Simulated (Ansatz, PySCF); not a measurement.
Input for PySCF:
```python
from pyscf import gto, scf, dft

mol = gto.M(
    atom='''
C     2.237748   -1.066005    0.725630
C     1.236252   -0.251512   -0.023588
C     1.731892    0.847483   -0.906938
N     0.000246   -0.070990    0.617630
C    -1.152931    0.410919   -0.114502
C    -1.656651   -0.609753   -1.143901
C    -2.252203    0.758053    0.886719
H     2.727896   -0.496792    1.527910
H     3.018677   -1.414497    0.051120
H     1.767090   -1.936455    1.182985
H     2.744593    0.622791   -1.231429
H     1.111637    0.964395   -1.797519
H     1.748493    1.816112   -0.391404
H    -0.233185   -0.857522    1.211975
H    -0.849014    1.323208   -0.637073
H    -2.477936   -0.195120   -1.722716
H    -2.004374   -1.511035   -0.642065
H    -0.850042   -0.881762   -1.820739
H    -1.879631    1.467956    1.620672
H    -2.586044   -0.136771    1.408980
H    -3.104521    1.197310    0.375375
''',
    basis='sto-3g',
    charge=0,
    spin=1,
    verbose=4,
)

mf = dft.UKS(mol)
mf.xc = 'pbe0'
mf.grids.atom_grid = (99, 590)
mf.grids.prune = None
mf.kernel()
```

Problem. Give the equivalent Ansatz (a first-principles code) input.

Solution. Several could match; the one computed here: 
Ansatz 0.2 input:
```yaml
crystal:
  periodic: [false, false, false]
  atoms:
    - {symbol: C, position_ang: [2.23774829, -1.06600514, 0.72563026]}
    - {symbol: C, position_ang: [1.23625200, -0.25151163, -0.02358785]}
    - {symbol: C, position_ang: [1.73189233, 0.84748266, -0.90693809]}
    - {symbol: N, position_ang: [0.00024550, -0.07098966, 0.61763009]}
    - {symbol: C, position_ang: [-1.15293146, 0.41091882, -0.11450240]}
    - {symbol: C, position_ang: [-1.65665142, -0.60975282, -1.14390138]}
    - {symbol: C, position_ang: [-2.25220261, 0.75805314, 0.88671889]}
    - {symbol: H, position_ang: [2.72789644, -0.49679238, 1.52791011]}
    - {symbol: H, position_ang: [3.01867720, -1.41449742, 0.05111974]}
    - {symbol: H, position_ang: [1.76708968, -1.93645530, 1.18298508]}
    - {symbol: H, position_ang: [2.74459320, 0.62279050, -1.23142907]}
    - {symbol: H, position_ang: [1.11163679, 0.96439505, -1.79751888]}
    - {symbol: H, position_ang: [1.74849288, 1.81611198, -0.39140361]}
    - {symbol: H, position_ang: [-0.23318487, -0.85752198, 1.21197496]}
    - {symbol: H, position_ang: [-0.84901424, 1.32320817, -0.63707345]}
    - {symbol: H, position_ang: [-2.47793550, -0.19512004, -1.72271592]}
    - {symbol: H, position_ang: [-2.00437413, -1.51103468, -0.64206507]}
    - {symbol: H, position_ang: [-0.85004165, -0.88176224, -1.82073888]}
    - {symbol: H, position_ang: [-1.87963148, 1.46795640, 1.62067237]}
    - {symbol: H, position_ang: [-2.58604423, -0.13677098, 1.40898003]}
    - {symbol: H, position_ang: [-3.10452138, 1.19731047, 0.37537523]}
basis:
  gaussian:
    orbitals: STO-3G
hamiltonian:
  xc: pbe0
magnetization: {spin_polarized: true, initial_magnetization: 1}
accuracy: high
```

Both were run: PySCF gave -287.906254 Eh and Ansatz -287.906255 Eh, 0.000 mEh apart.
